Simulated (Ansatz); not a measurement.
Process, species as SMILES: [BH2] (BH2) → B atom + 2 H atom
B3LYP-D3(BJ)/def2-TZVP geometries, fixed; electronic energies without zero-point terms.

Basis-set convergence of the atomisation energy at MP2 with Ansatz (a first-principles code). All functions are spherical. Cores are frozen. Open shells are unrestricted. No added dispersion term, no relativity. Functions are those of the species that has most. Reference: Hartree-Fock in aug-cc-pVQZ plus the correlation part extrapolated as X^-3 from aug-cc-pVTZ and aug-cc-pVQZ, 170.49 kcal/mol, itself unsure by roughly 0.42 kcal/mol (a third of the extrapolation step and of the last Hartree-Fock step). Deviations are taken from unrounded values.

```csv
basis,functions,atomisation energy (kcal/mol),minus reference (kcal/mol)
3-21G,13,148.24,-22.24
def2-SVP,24,164.68,-5.80
6-311G**,30,162.62,-7.87
"6-311++G(2d,2p)",47,164.85,-5.64
def2-TZVPD,55,164.99,-5.50
cc-pVTZ,58,167.50,-2.99
def2-TZVPP,59,167.93,-2.56
jun-cc-pV(T+d)Z,67,167.49,-3.00
"6-311++G(3df,3pd)",75,168.33,-2.15
aug-pcseg-2,92,169.23,-1.26
cc-pVQZ,115,169.38,-1.11
pcseg-3,126,170.17,-0.31
aug-pcseg-3,183,170.24,-0.24
```
